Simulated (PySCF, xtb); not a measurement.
CH8Si2, SMILES [SiH3]C[SiH3].

Harmonic wavenumbers (cm⁻¹) from xtb 6.7.1 with GFN2-xTB at its own minimum, in rising order: 103, 123, 177, 480, 506, 507, 520, 695, 723, 776, 787, 787, 796, 807, 816, 826, 1024, 1139, 1458, 2227, 2233, 2243, 2251, 2259, 2259, 2965, 2976.

Question: What does PySCF 2.14.0 with PBE0-D3(BJ)/def2-SVP give at its own minimum? (The exact figures need the calculation; the answer reports its results.)

Answer: 95, 148, 168, 452, 553, 568, 569, 769, 770, 825, 910, 943, 946, 947, 951, 952, 1026, 1082, 1375, 2223, 2227, 2228, 2228, 2232, 2233, 3069, 3137. Paired by order, the mean absolute difference is 64 cm⁻¹ and the zero-point energies are 46.4 and 48.1 kcal/mol.
